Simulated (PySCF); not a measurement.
## Calculated data, Al2GeH3N, CH4AlBGe, AlCl2GeH

All values are calculated (PySCF 2.14.0). Calculation on a computer-drawn molecule: the log of a Hartree-Fock and frozen-core CCSD(T) single point meant for a local Hartree-Fock minimum, with one planted fault or none, to be diagnosed. Offsets are logged minus clean, where the clean run is the same molecule without the fault. The reference is restricted for singlets and unrestricted otherwise, and also for a bond in bohr or an excited solution. Adding or removing an electron swaps singlet and doublet. The excited solution moves the top pair (singlet) or top alpha electron (doublet) to the lowest empty orbital. Highest occupied and lowest empty are orbital energies over both spins, largest force is the largest gradient component, triples share is (T) over the correlation energy, the T1 limit is 0.02 restricted and 0.045 unrestricted, electrons count all cores, a negative frequency is imaginary (commonest isotopes), and the dipole is about the centre of nuclear charge; on germanium a core potential holds 10 electrons, which the energies leave out, and 3d is frozen in MP2 and coupled-cluster steps.

Common to all runs: meant charge 0; meant multiplicity 1; meant basis cc-pV(D+d)Z; meant basis and core potential on germanium cc-pVDZ-PP ECP10MDF; logged SCF converged yes; logged CC converged yes; logged SCF stable within its kind yes; possible faults no fault, one electron removed, one electron added, multiplicity raised by two, geometry at a saddle point, SCF held on an excited solution, minimal basis STO-3G, one bond length entered in bohr, all coordinates scaled.

(1) 
```xyz
7
formula=Al2GeH3N logged_electrons=67 logged_basis_functions=98 logged_spin_squared=0.8623 logged_highest_occupied=-12.839 logged_lowest_empty=-4.925 logged_largest_force=0.055503 logged_T1_diagnostic=0.040988 logged_D1_diagnostic=0.1389 logged_triples_share=0.027873 logged_dipole_magnitude=11.033 logged_energy_HF=-833.14173 logged_energy_CCSD(T)=-833.51395 planted_fault=one_electron_removed HF_energy_offset_from_clean_run=135 CCSD(T)_energy_offset_from_clean_run=171.8
Al    -3.4072     3.0870    -0.0160
Al    -1.7185     0.8634    -0.4001
N     -0.7375    -0.4245    -0.6204
Ge     0.3404    -1.8350    -0.8593
H      1.7417    -1.5987    -0.2546
H      0.5448    -2.1572    -2.3558
H     -0.2246    -3.1113    -0.1980
```

Units: logged_highest_occupied, logged_lowest_empty in eV; logged_largest_force in hartree/bohr; logged_dipole_magnitude in debye; logged_energy_HF, logged_energy_CCSD(T) in hartree; HF_energy_offset_from_clean_run, CCSD(T)_energy_offset_from_clean_run in kcal/mol.

Drawn bonds:
```tsv
atom	other atom	order
1	2	1
2	3	2
3	4	1
4	5	1
4	6	1
4	7	1
```

(2) 
```xyz
8
formula=CH4AlBGe logged_electrons=60 logged_basis_functions=94 logged_spin_squared=1.2248 logged_highest_occupied=-7.7724 logged_lowest_empty=0.27228 logged_largest_force=0.011842 logged_T1_diagnostic=0.073066 logged_D1_diagnostic=0.24637 logged_triples_share=0.043768 logged_dipole_magnitude=1.5457 logged_energy_HF=-599.98678 logged_energy_CCSD(T)=-600.38953
Al    -2.9461    -3.5885    -1.1191
B     -1.1820    -2.7197    -0.0654
C     -0.1356    -2.1304     0.6376
Ge    -0.5870    -0.8226     2.0025
H      0.9189    -2.3412     0.4869
H     -0.0843    -1.2669     3.3836
H      0.5902     1.7616     1.4069
H     -2.1126    -0.6538     2.0746
```

Units: logged_highest_occupied, logged_lowest_empty in eV; logged_largest_force in hartree/bohr; logged_dipole_magnitude in debye; logged_energy_HF, logged_energy_CCSD(T) in hartree.

Drawn bonds:
```tsv
atom	other atom	order
1	2	1
2	3	2
3	4	1
3	5	1
4	6	1
4	7	1
4	8	1
```

Notes: T1 above single-reference limit.

(3) 
```xyz
5
formula=AlCl2GeH logged_electrons=80 logged_basis_functions=97 logged_spin_squared=2.0215 logged_highest_occupied=-7.1598 logged_lowest_empty=-1.1583 logged_largest_force=0.015631 logged_T1_diagnostic=0.025568 logged_D1_diagnostic=0.13464 logged_triples_share=0.028709 logged_dipole_magnitude=4.2489 logged_energy_HF=-1454.91592 logged_energy_CCSD(T)=-1455.36259
Al    -2.2949    -0.5009     1.5371
Ge     0.0719    -1.0755     0.4786
Cl     0.5365    -3.0169     1.4435
Cl    -0.4751    -1.5851    -1.6085
H      1.4464    -0.4161     0.3323
```

Units: logged_highest_occupied, logged_lowest_empty in eV; logged_largest_force in hartree/bohr; logged_dipole_magnitude in debye; logged_energy_HF, logged_energy_CCSD(T) in hartree.

Drawn bonds:
```tsv
atom	other atom	order
1	2	1
2	3	1
2	4	1
2	5	1
```

**Q.** Which fault was planted in the run of CH4AlBGe (entry 2)?
**A.** one bond length entered in bohr, row 6 of the drawn bonds

**Q.** Give the missing planted fault for AlCl2GeH (entry 3).
**A.** multiplicity raised by two

Further results for CH4AlBGe (entry 2):

- HF energy offset from clean run: 61.33 kcal/mol
- CCSD(T) energy offset from clean run: 70.86 kcal/mol

Further results for AlCl2GeH (entry 3):

- HF energy offset from clean run: 30.91 kcal/mol
- CCSD(T) energy offset from clean run: 42.2 kcal/mol
